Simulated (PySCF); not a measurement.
# Electric field gradients and quadrupole coupling constants

Compound: C2H14OSi5.
Cartesian coordinates in Å at the GFN2-xTB level; atoms count from 1:
```xyz
22
C2H14OSi5 angstrom
C     -1.871   -1.999   -0.976
C     -1.784   -0.485   -1.120
Si    -1.285    0.368    0.520
Si    -0.637    2.638    0.296
Si     1.505    2.109    1.143
Si     0.901   -0.165    1.268
O      1.691   -1.012    0.097
Si     2.312   -1.218   -1.373
H     -0.909   -2.407   -0.670
H     -2.154   -2.471   -1.917
H     -2.611   -2.271   -0.225
H     -1.042   -0.244   -1.884
H     -2.740   -0.104   -1.487
H     -2.401    0.068    1.446
H     -1.414    3.622    1.065
H     -0.688    3.208   -1.060
H      2.656    2.497    0.311
H      1.826    2.744    2.432
H      1.214   -1.035    2.412
H      2.763    0.088   -1.857
H      1.251   -1.746   -2.231
H      3.408   -2.166   -1.202
```

Field gradients from the PBE0/pcSseg-1 density (PySCF, non-relativistic), principal values in atomic units, ordered |Vxx| ≤ |Vyy| ≤ |Vzz|:

```json
{"atom": "O7", "Vxx": "-0.5242", "Vyy": "-0.5941", "Vzz": "1.1184"}
```

Task: Find the asymmetry η = (Vxx − Vyy)/Vzz and the couplings χ = eQV/h (234.96 MHz × Q in barn × V in au), with Q(17O) = −0.0256 b.

Result: 
| atom | environment | nucleus | η | χzz (MHz) | χxx (MHz) | χyy (MHz) |
| --- | --- | --- | --- | --- | --- | --- |
| O7 | siloxane oxygen | 17O | 0.06 | -6.73 | 3.15 | 3.57 |

The tensor is traceless: Vxx + Vyy + Vzz = 0.

Task: What is Vzz at O7 in SI units (1 au = 9.71736 × 10²¹ V/m²)?

Result: 1.1184 au = 10.868 × 10²¹ V/m².

Task: And the gradient at the other heavy atoms, for which no coupling is worked out here?

Result: 
```
atom                  environment  Vzz (au)     η
  C1                methyl carbon     0.081  0.07
  C2  sp3 carbon bound to silicon     0.047  0.58
 Si3                  SiH silicon     0.234  0.45
 Si4                 SiH2 silicon     0.206  0.51
 Si5                 SiH2 silicon     0.215  0.66
 Si6         oxygen-bound silicon     0.534  0.87
 Si8         oxygen-bound silicon     0.534  0.10
```

Were the hydrogens deuterons (Q(2H) = 0.00286 b), χzz would run from 104 kHz (H14) to 210 kHz (H11, H10 and H9).

Isolated species at its GFN2-xTB geometry (one conformer only). GFN2-xTB frequencies show an imaginary mode (38i cm⁻¹), so this geometry is no minimum at that level. GFN2-xTB bond lengths can be off by several hundredths of an ångström, more for odd bonds, and the gradients follow them. With so small a basis the couplings can be 20 % off.

The run behind these numbers computed NMR shieldings as well. On an Intel Xeon with one thread, no GPU, shared host with 64 logical CPUs at a one-minute load of 62, this took 78 s and 1.1 GiB of memory at its peak.
